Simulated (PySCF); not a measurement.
Numbering as in the mapped SMILES `[CH3:1][SiH2:2][O:3][SiH:4]([O:5][SiH3:6])[O:7][SiH3:8]` (H(Xn): hydrogen on atom n).

[PySCF 2.14: shieldings: GIAO PBE0/pcSseg-1; coordinates at the GFN2-xTB level; averaged over atoms made equivalent by symmetry, fast rotation or ring inversion; non-relativistic Hamiltonian; no solvent; one conformer]

Shifts are taken against calculated references (same method and geometry level): TMS for ¹³C and ¹H and ²⁹Si; ¹⁷O vs H2O.

```json
{"atoms": "H(Si2)", "nucleus": "¹H", "count": "2", "δ (ppm)": "5.30"}
{"atoms": "Si2", "nucleus": "²⁹Si", "count": "1", "δ (ppm)": "?"}
{"atoms": "Si4", "nucleus": "²⁹Si", "count": "1", "δ (ppm)": "-78.0"}
{"atoms": "O3", "nucleus": "¹⁷O", "count": "1", "δ (ppm)": "73.9"}
{"atoms": "H(C1)", "nucleus": "¹H", "count": "3", "δ (ppm)": "0.55"}
{"atoms": "H(Si4)", "nucleus": "¹H", "count": "1", "δ (ppm)": "?"}
{"atoms": "C1", "nucleus": "¹³C", "count": "1", "δ (ppm)": "1.8"}
{"atoms": "H(Si6)/H(Si8)", "nucleus": "¹H", "count": "6", "δ (ppm)": "?"}
{"atoms": "O5/O7", "nucleus": "¹⁷O", "count": "2", "δ (ppm)": "52.5"}
{"atoms": "Si6/Si8", "nucleus": "²⁹Si", "count": "2", "δ (ppm)": "-45.0"}
```

Question: Complete the table.

Answer: 
- H(Si6)/H(Si8): 5.25 ppm, hydrogen on a silicon bonded to O
- H(Si4): 4.04 ppm, hydrogen on a silicon bonded to 3 O
- Si2: -22.6 ppm, silicon bonded to C, O, 2 H

Shifts are as computed. Against solution values, carbons near 30 ppm lie about +3 ppm off and those near 130 ppm about +5 ppm. Of 1211 compounds with measured shifts, 218 miss one by over three times the rms of a fit or turn the order of signals round; such compounds aren't used in these exercises. Experimental scales use liquid or dissolved standards, which lie at an offset from isolated H2O (liquid H2O: subtract about 36 ppm).
